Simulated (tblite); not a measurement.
Species: C3H4N3O (charge -1).
Geometry (GFN2-xTB, Å), atoms numbered from 1 in this order:
```xyz
11
C3H4N3O angstrom
C     -1.862   -0.219    0.203
O     -0.872    0.756    0.067
C      0.414    0.226    0.127
C      1.613    0.920    0.029
N      2.590    0.004    0.140
N      2.018   -1.168    0.296
N      0.694   -1.070    0.293
H     -1.789   -0.971   -0.593
H     -2.825    0.295    0.142
H     -1.777   -0.741    1.164
H      1.801    1.972   -0.109
```

Computed geometry: GFN2-xTB, gas phase.

Take the most abundant isotopes and a rigid rotor. The values belong to one conformer with, in the numbering `[CH3:1][O:2][c:3]1[cH:4][n-:5][n:6][n:7]1`, C1–O2–C3–C4 180°.

Q: Give the principal moments of inertia and the rotational constants in cm⁻¹.

A: Ia = 60.83, Ib = 232.41, Ic = 290.08 u·Å²; 505379 MHz·u·Å²/I gives 8308, 2174 and 1742 MHz, that is A = 0.27713, B = 0.07253, C = 0.05811 cm⁻¹.

Q: What kind of rotor is it?

A: An asymmetric top; Ray's κ = -0.868.

Q: What does the inertial defect say?

A: Not planar: Δ = Ic − Ia − Ib = -3.16 u·Å². For a rigid frame Δ = −2 Σ m c², so Σ m c² = 1.58 u·Å² lies off the ab plane, practically all of it from hydrogen. The atom farthest from that plane is 0.89 Å away.

Q: Give the other two planar moments, Paa and Pbb, and the rms extents of the mass along the axes.

A: Paa = Σ m a² = (Ib + Ic − Ia)/2 = 230.83 and Pbb = Σ m b² = (Ia + Ic − Ib)/2 = 59.25 u·Å². With the mass M = 98.04 u, the rms extents √(P/M) along a, b and c are 1.53, 0.78, 0.13 Å.

Q: List the rotational levels J(Ka,Kc) to J = 2 (MHz).

A: Above 0(0,0):
J = 1: 1(0,1) 3917, 1(1,1) 10050, 1(1,0) 10483
J = 2: 2(0,2) 11728, 2(1,2) 17452, 2(1,1) 18748, 2(2,1) 37150, 2(2,0) 37172
The levels of one J sum to (2J + 1)J(J + 1)(A + B + C)/3.

Q: Estimate the classical rotational partition function at 10 K, 100 K and 200 K.

A: Point group Cs, symmetry number σ = 1; q = (√π/σ)·√((kT/h)³/(ABC)), k/h = 20836.6 MHz/K: 950 at 10 K, 30000 at 100 K, 85000 at 200 K.

Its GFN2-xTB frequencies are all real (lowest 77 cm⁻¹). Zero-point vibration and centrifugal distortion are left out.
